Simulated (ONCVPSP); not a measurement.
**cobalt (Co) ONCV: all-electron and pseudo phase curves**

cobalt (Co), optimised norm-conserving Vanderbilt (ONCV), made with ONCVPSP 4.0.1 (Wu-Cohen, scalar-relativistic). Core [Ne], reference 3s2 3p6 3d7.5 4s1.5. Waves: 3s+4s: rc 1.55 bohr, ncon 4, nbas 7, qcut 8.4 1/bohr, 2 projectors; 3p: rc 0.85 bohr, ncon 5, nbas 8, qcut 11 1/bohr, 1 projector; 3d: rc 1.65 bohr, ncon 4, nbas 8, qcut 8.4 1/bohr, 1 projector. Local part: polynomial inside 0.60 bohr (lpopt 5, dvloc0 -1 Ha). Core correction: Teter function, fcfact 4, rcfact 1.2.

The phase is arctan(r·R′/R) of the radial function R(r), unwrapped; energies in Ha, scanned from -5 to 5 Ha. A pole is an energy at which the radial function vanishes at the test radius. The pseudo phase is shifted by a multiple of π to meet the all-electron one at the reference energy, and phase errors are pseudo minus all-electron; the curves can meet again beyond the range given. Levels narrower than the energy grid can be missing from the lists of poles.

Problem. For each channel, where are the poles, and over which energies does the pseudopotential scatter like the atom?

Solution.

| channel | radius (bohr) | reference energy (Ha) | poles, all-electron | poles, pseudo | unbroken range about the reference energy with phases within 0.05 rad | phase error 1 Ha above the reference energy (rad) |
| --- | --- | --- | --- | --- | --- | --- |
| s | 1.57 | -0.18 | -3.48 | -3.48, 4.99 | the whole range | -0.001 |
| p | 0.86 | -2.32 | 3.35 | 3.09 | the whole range | -0.001 |
| d | 1.68 | -0.22 | 0.16 | 0.18 | below 0.8 | +0.044 |

Phases in the d channel:

```csv
E (Ha),all-electron,pseudo
-4.96,1.342,1.342
-4.72,1.335,1.335
-4.48,1.327,1.327
-4.24,1.319,1.319
-4.00,1.310,1.310
-3.76,1.299,1.300
-3.52,1.288,1.288
-3.28,1.275,1.275
-3.04,1.260,1.261
-2.80,1.242,1.244
-2.56,1.221,1.224
-2.32,1.196,1.199
-2.08,1.165,1.169
-1.84,1.125,1.130
-1.60,1.071,1.078
-1.36,0.992,1.001
-1.12,0.865,0.878
-0.88,0.625,0.645
-0.64,0.100,0.124
-0.40,-0.735,-0.729
-0.16,-1.262,-1.261
0.08,-1.513,-1.507
0.32,-1.663,-1.647
0.56,-1.776,-1.748
0.80,-1.880,-1.834
1.04,-1.993,-1.919
1.28,-2.135,-2.012
1.52,-2.331,-2.124
1.76,-2.619,-2.270
2.00,-3.024,-2.468
2.24,-3.470,-2.741
2.48,-3.825,-3.087
2.72,-4.062,-3.448
2.96,-4.219,-3.750
3.20,-4.326,-3.971
3.44,-4.404,-4.128
3.68,-4.463,-4.240
3.92,-4.509,-4.324
4.16,-4.547,-4.389
4.40,-4.579,-4.440
4.64,-4.606,-4.482
4.88,-4.630,-4.518
```
